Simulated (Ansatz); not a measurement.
Several settings on one geometry of `CCCCCCCCCC[S][Ag]` (that of the charge 0 singlet, PBE-D4/def2-SVP). Ansatz on 4 threads of Arm Neoverse V2 on a shared host; times are rough.

```xyz
33

C    -4.514    0.670    2.039
C    -4.356   -0.553    1.132
C    -3.398   -0.351   -0.051
C    -1.936   -0.111    0.338
C    -0.994    0.026   -0.861
C     0.468    0.267   -0.474
C     1.413    0.383   -1.674
C     2.872    0.698   -1.317
C     3.578   -0.400   -0.512
C     5.027   -0.061   -0.167
S     5.959   -1.374    0.719
Ag    4.590   -1.818    2.564
H    -5.252    0.484    2.846
H    -3.560    0.953    2.528
H    -4.865    1.554    1.465
H    -4.009   -1.421    1.736
H    -5.354   -0.843    0.737
H    -3.449   -1.244   -0.713
H    -3.756    0.502   -0.672
H    -1.854    0.803    0.966
H    -1.588   -0.949    0.985
H    -1.345    0.858   -1.513
H    -1.061   -0.891   -1.490
H     0.802   -0.558    0.194
H     0.538    1.195    0.139
H     1.030    1.175   -2.355
H     1.375   -0.562   -2.263
H     2.912    1.655   -0.748
H     3.443    0.881   -2.254
H     3.035   -0.588    0.443
H     3.551   -1.362   -1.068
H     5.615    0.091   -1.100
H     5.083    0.893    0.399
```

Totals from different functionals, basis sets or treatments of relativity can't be compared as stabilities.

In the def2 sets Ag takes a core potential; there is no spin–orbit coupling. Correlated methods freeze 15 core orbitals; core or outer-core shells of Ag are correlated, in sets that lack core-valence functions.

Scalar relativity in a set contracted without it gives distorted totals.

Question: Give the basis size and estimate the energy, ⟨S²⟩ and time of these runs.

```json
{"run": "1", "method": "RKS B97/def2-mTZVPP", "charge": "0", "state": "singlet", "further keys": "scf: {omitted_lower_state_checks: [starts]}"}
{"run": "2", "method": "RKS PBE-QIDH/def2-SVP", "charge": "0", "state": "singlet", "further keys": "point_charges: [{charge: -1.00, position_ang: [10.093, -0.821, 0.440]}]; pseudopotentials: {relativity: scalar}"}
{"run": "3", "method": "RKS PBEsol/def2-TZVP", "charge": "0", "state": "singlet", "further keys": "scf: {omitted_lower_state_checks: [starts]}; forces asked"}
```

Answer: 
```csv
run,functions,energy (Eh),⟨S²⟩,wall time
1,355,-938.8737,–,27 s
2,294,-938.5064,–,24 s
3,513,-935.7863,–,17 s
```
